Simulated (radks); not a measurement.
Numerical settings for the dysprosium ion Dy+, [Xe] 4f10 6s1. Calculated with a radial shooting solver on a logarithmic mesh with Libxc functionals: scalar-relativistic Kohn-Sham, PBE, spin-polarised, spherical densities, finite nucleus; open shells are filled with parallel spins first (spin-orbit coupling, left out, can overturn this in heavy ions); Fermi nuclear charge, rms radius 5.2218 fm. The defaults (mesh step 0.008 in ln r, mesh end at 40 bohr or more with all orbitals vanishing there, Anderson mixing 0.5 over 9 steps, residual threshold near 1e-9 with the energy settled to 1e-9 hartree or 1e-11 of itself, here a cap of 65 iterations) give E = -12156.0640 hartree and 4f at -7.775 eV in 18 iterations. Run on one thread of a shared host, so times are rough (Arm Neoverse V1): 0.32 s of CPU time, 0.32 s wall, 18 iterations on 2360 mesh points. Changes against that run (0 stands for a change within the tolerance of the run):

[
 {"setting": "mesh step in ln r 0.05", "iterations": "16", "converged": "yes", "E (mhartree)": "-0.0773", "e(4f) (meV)": "-0.0278", "CPU (s)": "0.07"},
 {"setting": "mesh step in ln r 0.2", "iterations": "4", "converged": "no", "E (mhartree)": "diverged", "e(4f) (meV)": "-", "CPU (s)": "0.01"},
 {"setting": "mesh step in ln r 0.003", "iterations": "21", "converged": "yes", "E (mhartree)": "0", "e(4f) (meV)": "0", "CPU (s)": "0.91"},
 {"setting": "mesh end (bohr) 2", "iterations": "14", "converged": "level above zero", "E (mhartree)": "+1.4e+04", "e(4f) (meV)": "+5.16e+04", "CPU (s)": "0.21"},
 {"setting": "mesh end (bohr) 400", "iterations": "18", "converged": "yes", "E (mhartree)": "0", "e(4f) (meV)": "0", "CPU (s)": "0.32"},
 {"setting": "residual threshold 1e-13", "iterations": "65", "converged": "no", "E (mhartree)": "0", "e(4f) (meV)": "0", "CPU (s)": "0.58"},
 {"setting": "residual threshold 0.01", "iterations": "11", "converged": "yes", "E (mhartree)": "0", "e(4f) (meV)": "-0.204", "CPU (s)": "0.23"},
 {"setting": "mixing 1", "iterations": "14", "converged": "yes", "E (mhartree)": "0", "e(4f) (meV)": "0", "CPU (s)": "0.26"},
 {"setting": "linear mixing, mixing 0.2", "iterations": "65", "converged": "no", "E (mhartree)": "0", "e(4f) (meV)": "0", "CPU (s)": "0.92"},
 {"setting": "linear mixing, mixing 0.05", "iterations": "65", "converged": "no", "E (mhartree)": "-1.09", "e(4f) (meV)": "-299", "CPU (s)": "1.1"},
 {"setting": "mixing history 20", "iterations": "24", "converged": "yes", "E (mhartree)": "0", "e(4f) (meV)": "0", "CPU (s)": "0.39"},
 {"setting": "iteration cap 8", "iterations": "8", "converged": "no", "E (mhartree)": "+0.0628", "e(4f) (meV)": "+98.7", "CPU (s)": "0.17"}
]

Settled on a wrong energy, with an occupied level pushed above zero by the early mesh end: mesh end (bohr) 2 (+14 hartree). Apart from these: no run marked as converged misses the energy by more than 1 mhartree. A mesh that ends early acts as a hard wall.
